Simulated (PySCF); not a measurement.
## Electric properties by functional and basis

H11NSSi4.
Geometry (PBE0-D3(BJ)/def2-SVP, Å), atoms numbered from 1 in this order:
```
atom  x, y, z in Å
Si1    3.1591    0.2068   -1.4670
S2     1.1957   -0.4119   -2.0967
Si3    0.4287   -1.1023   -0.2041
N4    -1.0076   -0.2078    0.2007
Si5   -2.5455   -1.0143    0.4679
Si6   -0.9073    1.5513    0.2274
H7     3.9664   -0.9530   -0.9862
H8     3.8026    0.7983   -2.6738
H9     3.0754    1.2250   -0.3792
H10    0.0559   -2.5425   -0.2944
H11    1.5186   -0.9168    0.8021
H12   -2.6165   -1.6553    1.8165
H13   -3.6192    0.0193    0.3690
H14   -2.7641   -2.0692   -0.5660
H15   -1.7133    2.0706    1.3728
H16   -1.4206    2.1658   -1.0322
H17    0.5246    1.9294    0.4176
```

PySCF, dipoles from the SCF density, polarisabilities from static response with core orbitals frozen. The structure is a single PBE0-D3(BJ)/def2-SVP conformer in the gas phase; no vibrational or solvent corrections.

The anisotropy is √(½[(α1 − α2)² + (α2 − α3)² + (α3 − α1)²]).

```csv
level,μ (D),α (Å³),anisotropy (Å³)
LDA/def2-SVPD,0.891,21.72,7.79
PBE/def2-SVPD,0.870,21.14,7.48
B3LYP/def2-SVPD,0.924,20.30,6.68
PBE0/def2-SVPD,0.951,20.24,6.72
BHandHLYP/def2-SVPD,1.006,19.43,6.00
CAM-B3LYP/def2-SVPD,0.990,19.93,6.28
wB97X-D/def2-SVPD,1.017,19.92,6.29
LC-wPBE/def2-SVPD,1.057,19.51,6.07
HF/def2-SVPD,1.113,18.45,5.19
PBE0/6-31G*,1.327,16.46,6.08
PBE0/6-31+G*,1.150,18.45,5.86
PBE0/def2-SVP,1.040,17.54,6.33
PBE0/aug-cc-pVDZ,0.919,20.57,6.81
PBE0/def2-TZVP,0.840,19.34,6.68
```

The dipole runs from 0.84 D (PBE0/def2-TZVP) to 1.33 D (PBE0/6-31G*). No reference polarisability is at hand; against PBE0 in the largest diffuse basis at hand (aug-cc-pVDZ) the other PBE0 rows deviate by 6-31G* -20%, 6-31+G* -10%, def2-SVP -15%, def2-SVPD -2%, def2-TZVP -6%. In one basis (def2-SVPD) the functionals order the polarisability from HF (lowest) to LDA (highest), a spread of 18%. With PBE0 the polarisability is 17.78 Å³ without diffuse functions (mean of 6-31G*, def2-SVP and def2-TZVP) and 19.75 Å³ with them (mean of 6-31+G*, def2-SVPD and aug-cc-pVDZ).
